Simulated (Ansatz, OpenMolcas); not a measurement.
**How methods differ on SnGeH6 (SMILES [GeH3][SnH3])**

The species is SnGeH6 (8 atoms), meant as a singlet with charge 0. As SMILES, `[GeH3][SnH3]`. The shape is that of a PBE0-D4/def2-TZVP optimisation.

Each level gives the vertical energy of the triplet above the singlet (eV). The values are calculated.

```csv
level,kind,program,value (eV),CPU time (all runs)
HF/def2-SVP (core potential),Hartree–Fock,Ansatz,6.41,21 s
revPBE/def2-SVP (core potential),GGA,Ansatz,5.73,21 s
r2SCAN/def2-SVP (core potential),meta-GGA,OpenMolcas,5.89,85 s
r2SCAN0/def2-SVP (core potential),hybrid meta-GGA,Ansatz,6.03,70 s
CAM-B3LYP/def2-SVP (core potential),range-separated hybrid,Ansatz,6.09,33 s
wB97M-V/def2-SVP (core potential),range-separated hybrid,Ansatz,6.09,4 min
PBE-QIDH/def2-SVP (core potential),double hybrid,Ansatz,6.34,45 s
RPA@PBE0/def2-SVP (core potential),RPA,Ansatz,6.32,42 s
MP2/def2-SVP (core potential),perturbation theory,Ansatz,6.48,23 s
BCCD(T)/def2-SVP (core potential),coupled cluster or CI,Ansatz,6.40,3.3 min
```

Spin-orbit coupling is left out. The values span 5.73 to 6.48 eV. A triplet this far above the singlet is often a Rydberg-like or dissociative state; sets without diffuse functions put Rydberg states too high. In the correlated wave-function rows the outer d shell of Ge, Sn is correlated, in sets not made for it. CPU times are rough (shared hosts, several kinds of processor and program).
